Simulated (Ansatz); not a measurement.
`B[CH2][SnH3]` + `O[SiH2][SiH2][GeH3]` → `O[SiH2][SiH2][SnH3]` + `B[CH2][GeH3]`  (redistribution)

Calculated with Ansatz (gas phase, PBE0-D4/def2-TZVP geometries, no zero-point term in ΔE). CCSD(T)/CBS is the MP2 limit (def2-TZVPP, def2-QZVPP) plus CCSD(T) − MP2 in def2-TZVPP, frozen cores. DFT in def2-TZVPP. B3LYP here is the variant with VWN-RPA as its local correlation; programs differ in this. Elements past krypton have def2 core potentials. For Ge, Sn outer-core shells are correlated without core-valence functions, which leaves a few kJ/mol of doubt a bond. Scalar relativity is left out up to krypton. Each species was taken in one conformer, which may not be the lowest.

```
             level  ΔE (eV)
          B3LYP-D4    -0.05
            r2SCAN    -0.04
              PBE0    -0.04
     HF/def2-TZVPP    -0.09
   CCSD/def2-TZVPP    -0.03
    MP2/def2-QZVPP    -0.04
SCS-MP2/def2-QZVPP    -0.04
    CCSD/CBS(def2)    -0.05
```

(1) What does CCSD(T)/CBS give? (Estimate.)

Largest T1 diagnostic among the species: 0.013.

Answers

(1) Computed: -0.04 eV. The listed levels differ from it by -0.01, 0.00, 0.00, -0.05, 0.01, 0.00, 0.00, -0.01 eV.

In def2-TZVPP, CCSD(T) changes the Hartree–Fock value by +0.06 eV (the triples alone add +0.01 eV) and MP2 by +0.06 eV.
